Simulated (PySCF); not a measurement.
Broadened absorption spectrum of C7H6N2

Compound: C₇H₆N₂.
Atom-mapped SMILES: `[cH:1]1[cH:2][cH:3][c:4]2[nH:5][n:6][cH:7][c:8]2[cH:9]1` (hydrogens: H10 on C1; H11 on C2; H12 on C3; H13 on N5; H14 on C7; H15 on C9)

Cartesian coordinates in Å at the PBE0-D3(BJ)/def2-SVP level; atoms count from 1:
```xyz
15
C7H6N2 angstrom
C     -2.0711    0.1937    0.0120
C     -1.9425   -1.2136   -0.0004
C     -0.7042   -1.8321   -0.0296
C      0.4225   -0.9966   -0.0465
N      1.7587   -1.2590   -0.0746
N      2.5065   -0.1500   -0.0816
C      1.6709    0.8649   -0.0579
C      0.3146    0.4161   -0.0342
C     -0.9572    1.0147   -0.0046
H     -3.0699    0.6351    0.0353
H     -2.8454   -1.8287    0.0135
H     -0.6124   -2.9200   -0.0392
H      2.2119   -2.1617   -0.0915
H      2.0507    1.8859   -0.0581
H     -1.0617    2.1019    0.0054
```

Theory: PySCF, TDDFT PBE0/def2-SVPD, vertical, gas phase, core orbitals frozen in the response.

Computed states:

| state | E (eV) | f |
| --- | --- | --- |
| S1 | 4.80 | 0.066 |
| S2 | 5.19 | 0.042 |
| S3 | 6.11 | 0.0032 |
| S4 | 6.27 | 0.0002 |
| S5 | 6.41 | 0.330 |
| S6 | 6.59 | 0.343 |

Each state is given a Gaussian of 0.3 eV full width at half maximum, with ε(max) = 2.175×10⁸ f / Δν̃ (Δν̃ the width in cm⁻¹). The cross-section is σ = 3.8235×10⁻²¹ ε cm², given in Mb (10⁻¹⁸ cm²). The width is an assumption, not a result. The curve ends short of the highest state used, and states not computed would add to its high-energy end.

**Question.** Give the broadened spectrum and its maxima.

**Answer.** 
E (eV), σ (Mb) and a bar:
```
     4.35       0.04 
     4.42       0.26 
     4.49       1.15 ##
     4.56       3.78 #####
     4.64      10.17 ##############
     4.71      17.50 ########################
     4.78      22.32 ##############################
     4.85      21.29 #############################
     4.92      15.98 #####################
     4.99      11.50 ###############
     5.06      11.15 ###############
     5.13      13.47 ##################
     5.20      14.45 ###################
     5.28      11.35 ###############
     5.35       6.69 #########
     5.42       2.92 ####
     5.49       0.94 #
     5.56       0.23 
     5.63       0.04 
     5.70       0.01 
     5.77       0.03 
     5.84       0.12 
     5.92       0.43 #
     5.99       1.25 ##
```

Maxima: 258 nm (4.80 eV), ε about 5900, made up of S1 (99%); 239 nm (5.19 eV), ε about 3800, made up of S2 (98%) (ε in L mol⁻¹ cm⁻¹; maxima over ε = 5, shares over 10%). At its high-energy end, 5.99 eV, the curve is still rising (ε about 330, from S3 and S5).

**Question.** On this curve, what absorbance would a 10⁻⁵ mol/L sample give at 248 nm over a 1 cm path?

**Answer.** 248 nm is 4.999 eV, where ε is about 2900 L mol⁻¹ cm⁻¹, so A = ε c l ≈ 0.029 (Beer–Lambert, with the gas-phase spectrum and the assumed width).

**Question.** Coming from long wavelengths, where does ε first pass 100 L mol⁻¹ cm⁻¹?

**Answer.** At about 279 nm (4.44 eV), 0.36 eV below S1.

**Question.** What would ε be at 4.80 eV, the highest of these maxima, with half the width (0.15 eV)?

**Answer.** About 11800 L mol⁻¹ cm⁻¹ against 5930, a factor of about 1.99; a lone state at its own centre would give exactly 2.
